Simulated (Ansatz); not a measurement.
ReS₂⁺. The state is a singlet with charge 1. Geometry PBE0-D4/def2-TZVP, that of the neutral doublet.

Cartesian coordinates in Å:
```
Re -0.425 -0.499 -0.301
S -0.625 1.512 -0.760
S 1.050 -1.013 1.061
```

In the def2 sets Re takes a core potential; there is no spin–orbit coupling. HSE06 is defined as in plane-wave codes, on full-range PBE exchange. The restricted singlet is unstable towards broken spin symmetry in Hartree–Fock (as tested in another run); at PBE-D4/def2-TZVP, r2SCAN-D4/def2-TZVP, PBE0-D4/def2-TZVP, HSE06-D4/def2-TZVP and others this wasn't settled. The structure comes from a short search, and lower isomers may exist.

Q: Estimate the orbital energies around the gap (eV) in Ansatz with PBE-D4/def2-TZVP, r2SCAN-D4/def2-TZVP, PBE0-D4/def2-TZVP, HSE06-D4/def2-TZVP, ωB97X-V/def2-TZVP.

A: 
| orbital | PBE-D4/def2-TZVP | r2SCAN-D4/def2-TZVP | PBE0-D4/def2-TZVP | HSE06-D4/def2-TZVP | ωB97X-V/def2-TZVP |
| --- | --- | --- | --- | --- | --- |
| HOMO−9 | -52.33 | -53.89 | -55.65 | -55.21 | -58.55 |
| HOMO−8 | -23.76 | -24.43 | -25.85 | -25.43 | -28.63 |
| HOMO−7 | -23.29 | -23.93 | -25.33 | -24.91 | -28.05 |
| HOMO−6 | -15.42 | -15.71 | -16.73 | -16.33 | -19.14 |
| HOMO−5 | -15.19 | -15.47 | -16.42 | -16.02 | -18.75 |
| HOMO−4 | -14.48 | -14.69 | -15.57 | -15.17 | -17.80 |
| HOMO−3 | -14.32 | -14.56 | -15.40 | -15.00 | -17.65 |
| HOMO−2 | -13.73 | -13.90 | -14.67 | -14.28 | -16.80 |
| HOMO−1 | -12.73 | -12.90 | -13.67 | -13.29 | -15.68 |
| HOMO | -11.18 | -11.57 | -12.62 | -12.21 | -15.10 |
| LUMO | -10.99 | -10.88 | -10.07 | -10.44 | -8.07 |
| LUMO+1 | -10.82 | -10.73 | -10.03 | -10.42 | -7.78 |
| LUMO+2 | -9.83 | -9.75 | -8.96 | -9.34 | -6.80 |
| LUMO+3 | -9.16 | -9.02 | -8.37 | -8.74 | -6.40 |
| LUMO+4 | -7.10 | -6.77 | -6.33 | -6.70 | -4.41 |
| LUMO+5 | -5.10 | -4.82 | -4.35 | -4.72 | -2.47 |
